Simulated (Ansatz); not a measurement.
**MP2, SCS-MP2 and SOS-MP2 from spin components**

System: CH$_{4}$AlFO$_{2}$, singlet, geometry from GFN2-xTB (such geometries of metal compounds can be far from the true shape). Level: MP2/def2-SV(P) in Ansatz (a program for electronic structure). Sums are taken with unrounded values, so a last digit can differ.

Input for Ansatz:
Ansatz 0.2 input:
```yaml
crystal:
  periodic: [false, false, false]
  atoms:
    - {symbol: Al, position_ang: [0.02582713, 0.42917901, 0.31546089]}
    - {symbol: F, position_ang: [1.02880439, 1.71123044, 0.05608969]}
    - {symbol: O, position_ang: [-0.99950813, 0.38112299, 1.60759740]}
    - {symbol: H, position_ang: [-1.24706961, 0.90599618, 2.35665290]}
    - {symbol: O, position_ang: [0.14316986, -0.76331544, -0.80740913]}
    - {symbol: C, position_ang: [-0.14305943, -1.98466053, -1.42783094]}
    - {symbol: H, position_ang: [-0.52171638, -1.79578553, -2.43538704]}
    - {symbol: H, position_ang: [0.77348822, -2.57620088, -1.49420480]}
    - {symbol: H, position_ang: [-0.89063177, -2.54890801, -0.86738014]}
basis:
  gaussian:
    orbitals: def2-SV_P_.json
magnetization: {spin_polarized: false}
correlation: {method: mp2}
```
The basis file holds def2-SV(P) in the JSON format of the Basis Set Exchange.

It gave an SCF energy of -531.133766 Eh, a same-spin correlation energy of -0.190876 Eh and an opposite-spin one of -0.534541 Eh.

### Question
Work out the MP2, SCS-MP2 (6/5 and 1/3) and SOS-MP2 (1.3 and 0) correlation and total energies.

### Answer
MP2: -0.534541 + (-0.190876) = -0.725417 Eh, total -531.859183 Eh, as the program printed. SCS-MP2: 1.2 × (-0.534541) + (-0.190876)/3 = -0.705075 Eh, total -531.838841 Eh. SOS-MP2: 1.3 × (-0.534541) = -0.694904 Eh, total -531.828670 Eh. Opposite spins carry 74 % of the MP2 correlation; same-spin pairs are already kept apart by exchange.
